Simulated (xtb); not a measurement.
xtb input (GFN1-xTB):

```bash
xtb mol.xyz --gfn 1 --sp --chrg 0 --uhf 0
```
mol.xyz:
```
4

Cl     1.79401874    -0.32211316     0.12680614
Al     0.00036834     0.68022408    -0.25715876
Cl    -1.79436847    -0.32374146     0.11735924
H      0.00115697     2.13661555    -0.80774765
```

End of the output:

```
         :::::::::::::::::::::::::::::::::::::::::::::::::::::
         ::                     SUMMARY                     ::
         :::::::::::::::::::::::::::::::::::::::::::::::::::::
         :: total energy             -10.481508067357 Eh    ::
         :: gradient norm              0.018176072791 Eh/a0 ::
         :: HOMO-LUMO gap              5.608474521367 eV    ::
         ::.................................................::
         :: SCC energy               -10.502640152590 Eh    ::
         :: -> electrostatic           0.004752395051 Eh    ::
         :: repulsion energy           0.022335173291 Eh    ::
         :: dispersion energy         -0.001203088057 Eh    ::
         :: halogen bond corr.         0.000000000000 Eh    ::
         :: add. restraining           0.000000000000 Eh    ::
         :: total charge               0.000000000000 e     ::
         :::::::::::::::::::::::::::::::::::::::::::::::::::::

           -------------------------------------------------
          |                Property Printout                |
           -------------------------------------------------

    * Orbital Energies and Occupations

         #    Occupation            Energy/Eh            Energy/eV
      -------------------------------------------------------------
         1        2.0000           -0.9336352             -25.4055
         2        2.0000           -0.9232148             -25.1220
         3        2.0000           -0.5576031             -15.1732
         4        2.0000           -0.5091095             -13.8536
         5        2.0000           -0.5030226             -13.6879
         6        2.0000           -0.4968087             -13.5189
         7        2.0000           -0.4889647             -13.3054
         8        2.0000           -0.4770185             -12.9803
         9        2.0000           -0.4711589             -12.8209 (HOMO)
        10                         -0.2650513              -7.2124 (LUMO)
        11                         -0.1402541              -3.8165
        12                         -0.0777014              -2.1144
        13                         -0.0698608              -1.9010
        14                         -0.0651031              -1.7715
        15                         -0.0620754              -1.6892
        16                         -0.0565527              -1.5389
        17                         -0.0547691              -1.4903
        18                         -0.0530306              -1.4430
        19                         -0.0522709              -1.4224
Note: The following floating-point exceptions are signalling: IEEE_DENORMAL
normal termination of xtb
        20                         -0.0506792              -1.3791
       ...                                ...                  ...
        29                          0.9666870              26.3049
      -------------------------------------------------------------
                  HL-Gap            0.2061076 Eh            5.6085 eV
             Fermi-level           -0.3681051 Eh          -10.0166 eV

  Mulliken/CM5 charges         n(s)   n(p)   n(d)
     1Cl   -0.15262 -0.11227   1.867  5.292 -0.006
     2Al    0.38004  0.21957   1.099  0.977  0.544
     3Cl   -0.15262 -0.11227   1.867  5.292 -0.006
     4H    -0.07480  0.00498   1.075  0.000  0.000

Wiberg/Mayer (AO) data.
largest (>0.10) Wiberg bond orders for each atom

 ---------------------------------------------------------------------------
     #   Z sym  total        # sym  WBO       # sym  WBO       # sym  WBO
 ---------------------------------------------------------------------------
     1  17 Cl   1.421 --     2 Al   1.307
     2  13 Al   3.481 --     1 Cl   1.307     3 Cl   1.307     4 H    0.867
     3  17 Cl   1.421 --     2 Al   1.307
     4   1 H    0.996 --     2 Al   0.867
 ---------------------------------------------------------------------------

Topologies differ in total number of bonds
Writing topology from bond orders to xtbtopo.mol

 dipole moment from electron density (au)
     X       Y       Z
   0.0004   0.7504  -0.2837  total (Debye):    2.039

           -------------------------------------------------
          | TOTAL ENERGY              -10.481508067357 Eh   |
          | GRADIENT NORM               0.018176072791 Eh/α |
          | HOMO-LUMO GAP               5.608474521367 eV   |
           -------------------------------------------------

------------------------------------------------------------------------
------------------------------------------------------------------------
 total:
 SCF:
```
